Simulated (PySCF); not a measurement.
**Tc²⁺ (technetium, charge +2): UHF calculation**

Configuration: [Kr] 4d5, high-spin 6S determinant. Computed with PySCF 2.14 in x2c-TZVPPall with one added diffuse shell each of s, p, d, f type (9s7p7d3f1g, 95 functions), with scalar relativity by spin-free X2C-1e.

```
Total energy                        : -4282.319459 hartree
One-electron energy                 : -5880.2825 hartree
Hartree (Coulomb) energy            : 1725.2228 hartree
Exchange energy                     : -127.2597 hartree
⟨S²⟩                                : 8.7516
⟨L²⟩                                : 0.000
Sum of ⟨r⟩                          : 25.57 bohr
Sum of ⟨r²⟩                         : 30.63 bohr²
Langevin diamagnetic susceptibility : -24.3 ×10⁻⁶ cm³/mol
```

```
shell  electrons  mean orbital energy (eV)  rms radius, mean of both spins (bohr)
 1s β          1                  -21174.3                                 0.0394
 1s α          1                  -21174.3                                 0.0394
 2s α          1                   -3112.1                                  0.162
 2s β          1                   -3110.9                                  0.162
 2p α          3                   -2781.3                                  0.144
 2p β          3                   -2780.1                                  0.144
 3s α          1                   -588.77                                  0.442
 3s β          1                   -588.19                                  0.442
 3p α          3                   -477.17                                  0.446
 3p β          3                   -476.43                                  0.446
 3d α          5                   -296.60                                  0.435
 3d β          5                   -294.83                                  0.435
 4s α          1                   -109.29                                   1.13
 4s β          1                   -101.91                                   1.13
 4p α          3                   -77.103                                   1.26
 4p β          3                   -67.313                                   1.26
 4d α          5                   -30.015                                   1.72
```

Densities and radii are taken from the X2C orbitals without a picture-change correction, which distorts them close to the nucleus.

Spin-orbit constants ζ (cm⁻¹) from the X2C one-electron operator on these orbitals: bare nucleus, nucleus screened by l(l+1)(2l+1)/3 electrons, and screened by the Breit-Pauli mean field of the electrons.

```csv
shell,bare,screened nucleus,mean field
2p,642100,612300,n/a
3p,108800,103700,n/a
3d,15620,11980,n/a
4p,14720,14030,n/a
4d,1241,952.4,n/a
```
